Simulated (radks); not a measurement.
Initial-state core-level shifts of neutral potassium when its valence configuration changes from [Ar] 4s1. All-electron calculation, non-relativistic Kohn-Sham, PBEsol, spin-polarised, spherical densities, point nucleus; open shells are filled with parallel spins first. Program: a radial shooting solver on a logarithmic mesh with Libxc functionals. Shifts are changes of the shell-averaged eigenvalues in eV (positive: less bound); the change of the density at the nucleus, which sets a Mossbauer isomer shift, is in e/bohr^3, on a base of 4533.

4s0.5 4p0.5: 1s -0.751; 2s -0.752; 2p -0.751; 3s -0.749; density at nucleus -0.5090
4p1: 1s -1.487; 2s -1.490; 2p -1.488; 3s -1.481; density at nucleus -1.0076
3d0.5 4p0.5: 1s -1.505; 2s -1.450; 2p -1.455; 3s -1.429; density at nucleus -1.0153
